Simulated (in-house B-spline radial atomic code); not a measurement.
Values are calculated unless marked as measured or tabulated.
Weak and strong correlation along the adiabatic connection

Two-electron singlets in several external potentials (atomic units), by full CI in B-splines with partial waves to l = 8 (correlation energies up to 0.6 % small). The repulsion is scaled by λ at fixed density; W(λ) is the mean repulsion less the Hartree energy, W(0) = E_x, and the area under W from 0 to 1 is E_xc.

One system gave this curve:

```
   λ  W (hartree)
   0     -0.57673
0.02     -0.57857
0.05     -0.58127
0.12     -0.58734
0.25     -0.59777
 0.4     -0.60864
 0.6     -0.62145
 0.8     -0.63268
   1      -0.6426
 1.4     -0.65929
   2     -0.67862
   3     -0.70123
 4.5     -0.72286
   7     -0.74391
  10     -0.75855
```

Problem. Which system is it?
A. −V exp(−r²/w²), V = 21.6, w = 3.07
B. ω²r²/2 − Z/r, ω = 0.253, Z = 1
C. −Z/r, Z = 3, wall at 2 bohr
D. −Z/r, Z = 8

Solution. B. The exchange energy sets the size: ω²r²/2 − Z/r, ω = 0.253, Z = 1: E_x = -0.577, E_c = -0.0367; −Z/r, Z = 8: E_x = -4.78, E_c = -0.0452; −Z/r, Z = 3, wall at 2 bohr: E_x = -1.7, E_c = -0.043; −V exp(−r²/w²), V = 21.6, w = 3.07: E_x = -1.08, E_c = -0.0432 hartree.
